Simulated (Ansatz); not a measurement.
Input:

```yaml
crystal:
  periodic: [false, false, false]
  atoms:
    - { symbol: O, position_ang: [-1.6013, 1.7806, 0.8999] }
    - { symbol: Si, position_ang: [-0.2701, 1.1728, 0.2646] }
    - { symbol: Si, position_ang: [0.2565, -0.8729, 1.0377] }
    - { symbol: Si, position_ang: [0.8361, -1.0281, -1.1702] }
    - { symbol: S, position_ang: [-0.8086, 0.3539, -1.6566] }
    - { symbol: H, position_ang: [-2.416, 1.8262, 0.2887] }
    - { symbol: H, position_ang: [0.8522, 2.1691, 0.134] }
    - { symbol: H, position_ang: [1.5111, -0.9253, 1.9556] }
    - { symbol: H, position_ang: [-0.8468, -1.7093, 1.5513] }
    - { symbol: H, position_ang: [0.4868, -2.3618, -1.7534] }
    - { symbol: H, position_ang: [2.0656, -0.4622, -1.531] }
basis:
  gaussian: { orbitals: def2-SVP }
hamiltonian:
  xc: b3lyp
  dispersion: d4
relax:
  f_tol: 0.02
  max_steps: 50
output:
  orbitals: {}
```

Run as:

```bash
$ ansatz run input.yaml --threads 2 --pin off --max-ram 3072MiB --backend cpu --events-out ev --progress --plain --runs-dir out
```

Hardware: 2 threads of Arm Neoverse V1, with other jobs on the host.

Roughly how long does this run take, and how much memory?

49 s, with a peak of 0.29 GiB, for 12 ionic steps.
